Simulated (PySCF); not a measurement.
SMILES FCCl (CH₂ClF) at its B3LYP/def2-SVP optimised geometry (Å):

```
5

F      0.9990    -0.5886     0.0000
C     -0.3532    -0.5886     0.0000
Cl    -0.9990     1.0831     0.0000
H     -0.7256    -1.0831     0.9092
H     -0.7255    -1.0829    -0.9093
```

Calculation: B3LYP/def2-TZVP (PySCF). Cells within 0.4 Å of a nucleus heavier than hydrogen are left out (blank, or x).

Map of the Laplacian of the electron density (e/bohr⁵), clipped to [-1.50, 1.50] on the plane z = 0.0 Å:

```
|44444444444444444444444444444|
|44444444444444444444444444444|
|44444444444444444444444444444|
|44444444444444444444444444444|
|44444444444444444444444444444|
|44444444444444444444444444444|
|44444444444444444444444444444|
|44444444432244444444444444444|
|44444444299914444444444444444|
|444444437xxx73444444444444444|
|444444439xxx93444444444444444|
|4444444319x934444444444444444|
|44444444324234444444444444444|
|44444444443334455555444444444|
|44444444444323456888644444444|
|444444444443xx4573x2854444444|
|444444444459xxx33xxx864444444|
|444444444456xxx35xxx964444444|
|44444444444347557707854444444|
|44444444444444556787544444444|
|44444444444444444555444444444|
|44444444444444444444444444444|
|44444444444444444444444444444|
|44444444444444444444444444444|
|44444444444444444444444444444|
|44444444444444444444444444444|
|44444444444444444444444444444|
|44444444444444444444444444444|
|44444444444444444444444444444|
```
Scale: ten equal steps from -1.08 (start of '0') to 1.50 (end of '9'), in the order '0123456789'; x runs from -3.50 to 3.50, y from -3.50 (bottom) to 3.50 (top).
